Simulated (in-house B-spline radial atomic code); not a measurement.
**Response and correlation of Hg74+**

Closed shell [He] 2s2 (2p1/2)2. Computed with a B-spline radial code for spherical atoms: Dirac-Hartree-Fock, relativistic RPA (time-dependent Dirac-Hartree-Fock) for the response and second-order many-body perturbation theory for correlation, no-pair Dirac-Coulomb Hamiltonian, finite nucleus.

The shells are closed in jj coupling only; the real ground state mixes other jj configurations.

Command:
```bash
python run_mb.py task.json out
```
Settings (nuclear radius in fm, box in bohr, cutoff in hartree; a minus after a letter marks j = l - 1/2):
```
basis_form          2
Z                   80
core_configuration  [He] 2s2 2p-2
rms_radius          5.4648
mass_number         202
speed_of_light      137.036
box_radius          1.423
lmax                7
intervals           54
virtual_cutoff      160000.0
```

Time taken, with all properties: 0.4 s on 1 thread of Arm Neoverse V1 (shared host).

| multipole (bohr³, bohr⁵, bohr⁷) | uncoupled | coupled RPA |
| --- | --- | --- |
| dipole | 4.4132e-05 | 4.641e-05 |
| quadrupole | 1.583e-07 | ? |
| octupole | 8.3356e-10 | 8.4339e-10 |

Task: What is the coupled quadrupole polarisability?

Result: 1.6922e-07 atomic units, +7 % against the uncoupled value.

Task: Which subshells carry the dipole polarisability?

Result: 2s1/2 87.4 %, 2p1/2 12.4 %, 1s1/2 0.2 %.

Task: What does the dipole shielding factor come to?

Result: The dipole shielding factor is 0.075, against the exact N/Z = 6/80 = 0.075 of the non-relativistic theorem.

Dipole polarisability at imaginary frequency:

| u (Eh) | α(iu) (bohr³) |
| --- | --- |
| 0 | 4.641e-05 |
| 32.5 | 4.23e-05 |
| 97.4 | 2.667e-05 |
| 195 | 1.521e-05 |
| 325 | 9.819e-06 |
| 650 | 4.837e-06 |
| 1300 | 1.848e-06 |
| 3250 | 4.016e-07 |

Task: What dispersion coefficients follow for two such ions (the dispersion part alone)?

Result: C6 = (3/π)∫α(iu)²du = 2.163e-07 hartree·bohr⁶ and C8 = 5.294e-09 hartree·bohr⁸.

Lowest J = 1 odd-parity excitations:

```csv
energy (eV),oscillator strength,leading channel,weight
2504.7,0.312,2s1/2 → p3/2,1.0
12579,0.0327,2p1/2 → s1/2,0.999
13002,0.302,2s1/2 → p1/2,0.998
13412,1.07,2p1/2 → d3/2,0.998
13635,0.286,2s1/2 → p3/2,0.999
16918,0.00758,2p1/2 → s1/2,1.0
17256,0.288,2p1/2 → d3/2,0.886
17278,0.00448,2s1/2 → p1/2,0.886
```

Second-order correlation energy by the highest angular momentum of the excited pair (hartree): s -0.02569, p -0.1624, d -0.07593, f -0.01459, g -0.004275, h -0.001695, i -0.0008067, k -0.0004323.

Task: What is the second-order correlation energy at the partial-wave limit?

Result: The listed waves sum to -0.28584 hartree; extrapolating the increments as (l + 1/2)⁻⁴ gives -0.28673 hartree, -1.3 eV per electron.
